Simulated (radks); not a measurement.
Species: I37+. Configuration: [Ne] 3s2 3p4. Method: Dirac Kohn-Sham, BLYP, spin-unpolarised, spherical densities, finite nucleus; open shells fill j = l - 1/2 first; Fermi nuclear charge, rms radius 4.75 fm; computed with a radial shooting solver on a logarithmic mesh with Libxc functionals. Some entries of the table are withheld. Estimate them.

orbital  occ.  eigenvalue (eV)  <r> (bohr)  r(max) (bohr)
1s1/2       2        -35099.55     0.02722        0.01754
2s1/2       2        -7151.994      0.1153        0.09872
2p1/2       2              (1)     0.09720        0.07569
2p3/2       4              (2)      0.1027        0.08039
3s1/2       2        -2739.291      0.2835         0.2681
3p1/2       2        -2633.170         (3)            (4)
3p3/2       2        -2558.411         (5)            (6)

Answer. 
(1) 2p1/2 eigenvalue (eV): -6861.392
(2) 2p3/2 eigenvalue (eV): -6555.729
(3) 3p1/2 <r> (bohr): 0.2697
(4) 3p1/2 r(max) (bohr): 0.2525
(5) 3p3/2 <r> (bohr): 0.2781
(6) 3p3/2 r(max) (bohr): 0.2611
